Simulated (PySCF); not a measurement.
## Working out the ionisation energy of Cr²⁺

Cr²⁺ [Ar] 3d4 (5D) → Cr³⁺ [Ar] 3d3 (4F). Calculation: PySCF 2.14, in cc-pVTZ-DK (7s6p4d2f1g, 68 functions); scalar relativity by spin-free X2C-1e. Frozen: [Ar]. Energies in hartree (1 hartree = 27.21139 eV):

```csv
part,Cr²⁺ (lower),Cr³⁺ (upper)
UHF,-1048.882098,-1047.791420
MP2 opposite-spin,0.000000,0.000000
MP2 same-spin,-0.040752,-0.016967
```

**Question.** What does Hartree-Fock give?

**Answer.** (-1047.791420) − (-1048.882098) = 1.090678 hartree = 29.679 eV.

**Question.** What do MP2 and SCS-MP2 (6/5 opposite-spin, 1/3 same-spin) give?

**Answer.** The opposite-spin parts differ by 0.000 eV and the same-spin parts by 0.647 eV. MP2: 29.679 + (0.000) + (0.647) = 30.326 eV. SCS-MP2: 29.679 + 1.2 × (0.000) + (0.647)/3 = 29.895 eV.

Reference: 30.959 ± 0.025 eV (measured; NIST Atomic Spectra Database, ionization energies), between the lowest levels; spin-orbit coupling is absent from the calculation.

What remains against the reference includes basis incompleteness, the frozen core and correlation beyond second order.
